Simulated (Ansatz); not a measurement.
Geometry optimisation, RKS PBE/def2-SVP in Ansatz 0.2.0.

Input file:

```yaml
crystal:
  periodic: [false, false, false]
  atoms:
    - { symbol: Si, position_ang: [0.142955, -0.028482, 0.169842] }
    - { symbol: C, position_ang: [0.204435, -0.052485, 2.052694] }
    - { symbol: H, position_ang: [-0.684635, -0.513195, 2.532852] }
    - { symbol: H, position_ang: [1.067507, -0.666527, 2.384713] }
    - { symbol: H, position_ang: [0.349487, 0.962637, 2.47456] }
    - { symbol: H, position_ang: [1.561289, -0.093717, -0.34034] }
    - { symbol: H, position_ang: [-0.467406, 1.234388, -0.361261] }
    - { symbol: H, position_ang: [-0.596253, -1.22171, -0.363784] }
    - { symbol: Br, position_ang: [-3.240545, 0.519962, 0.968925] }
    - { symbol: H, position_ang: [-2.023734, 0.540228, 1.8552] }
basis:
  gaussian: { orbitals: def2-SVP }
hamiltonian:
  xc: pbe
relax:
  f_tol: 0.03
  max_steps: 50
output:
  orbitals: {}
```

Run as:

```bash
$ ansatz run input.yaml --threads 2 --pin off --max-ram 3072MiB --backend cpu --events-out ev --progress --plain --runs-dir out
```

**Question.** Where does it end, and by what steps?

**Answer.** The forces met the threshold. The force dipped under the threshold on the way, but the program's further checks kept it going. After 25 steps the energy has fallen by 0.239 eV; H10 moved furthest, 1.27 Å.

```json
{"step": "0", "energy less start (eV)": "0.0000", "largest force component (eV/Å)": "1.190", "accepted": "yes"}
{"step": "1", "energy less start (eV)": "-0.1177", "largest force component (eV/Å)": "0.311", "accepted": "yes"}
{"step": "2", "energy less start (eV)": "-0.1473", "largest force component (eV/Å)": "0.118", "accepted": "yes"}
{"step": "3", "energy less start (eV)": "-0.1589", "largest force component (eV/Å)": "0.118", "accepted": "yes"}
{"step": "4", "energy less start (eV)": "-0.1660", "largest force component (eV/Å)": "0.257", "accepted": "yes"}
{"step": "5", "energy less start (eV)": "-0.1783", "largest force component (eV/Å)": "0.102", "accepted": "yes"}
{"step": "6", "energy less start (eV)": "-0.1815", "largest force component (eV/Å)": "0.077", "accepted": "yes"}
{"step": "7", "energy less start (eV)": "-0.1901", "largest force component (eV/Å)": "0.049", "accepted": "yes"}
{"step": "8", "energy less start (eV)": "-0.1923", "largest force component (eV/Å)": "0.231", "accepted": "yes"}
{"step": "9", "energy less start (eV)": "-0.1960", "largest force component (eV/Å)": "0.168", "accepted": "yes"}
{"step": "10", "energy less start (eV)": "-0.1990", "largest force component (eV/Å)": "0.154", "accepted": "yes"}
{"step": "11", "energy less start (eV)": "-0.2011", "largest force component (eV/Å)": "0.216", "accepted": "yes"}
{"step": "12", "energy less start (eV)": "-0.2075", "largest force component (eV/Å)": "0.045", "accepted": "yes"}
{"step": "13", "energy less start (eV)": "-0.2133", "largest force component (eV/Å)": "0.023", "accepted": "yes"}
{"step": "14", "energy less start (eV)": "-0.1961", "largest force component (eV/Å)": "0.733", "accepted": "no"}
{"step": "15", "energy less start (eV)": "-0.2153", "largest force component (eV/Å)": "0.038", "accepted": "yes"}
{"step": "16", "energy less start (eV)": "-0.2173", "largest force component (eV/Å)": "0.164", "accepted": "yes"}
{"step": "17", "energy less start (eV)": "-0.2189", "largest force component (eV/Å)": "0.262", "accepted": "yes"}
{"step": "18", "energy less start (eV)": "-0.2233", "largest force component (eV/Å)": "0.151", "accepted": "yes"}
{"step": "19", "energy less start (eV)": "-0.2280", "largest force component (eV/Å)": "0.036", "accepted": "yes"}
{"step": "20", "energy less start (eV)": "-0.2310", "largest force component (eV/Å)": "0.152", "accepted": "yes"}
{"step": "21", "energy less start (eV)": "-0.2311", "largest force component (eV/Å)": "0.407", "accepted": "yes"}
{"step": "22", "energy less start (eV)": "-0.2331", "largest force component (eV/Å)": "0.226", "accepted": "yes"}
{"step": "23", "energy less start (eV)": "-0.2383", "largest force component (eV/Å)": "0.042", "accepted": "yes"}
{"step": "24", "energy less start (eV)": "-0.2389", "largest force component (eV/Å)": "0.038", "accepted": "yes"}
{"step": "25", "energy less start (eV)": "-0.2392", "largest force component (eV/Å)": "0.009", "accepted": "yes"}
```

```xyz
10
Properties=species:S:1:pos:R:3
Si 0.219 0.000 0.253
C 0.433 -0.225 2.114
H -0.545 -0.431 2.595
H 1.113 -1.074 2.330
H 0.862 0.686 2.577
H 1.513 0.376 -0.419
H -0.769 1.114 -0.027
H -0.320 -1.246 -0.395
Br -3.655 0.545 1.586
H -2.538 0.936 0.759
```

Whether the end is a true minimum wasn't checked by a vibrational analysis.

Run time: 56 s on 2 threads of AMD EPYC 7R43 64-Core Processor (Zen 3) (shared host), peak memory 0.15 GiB.
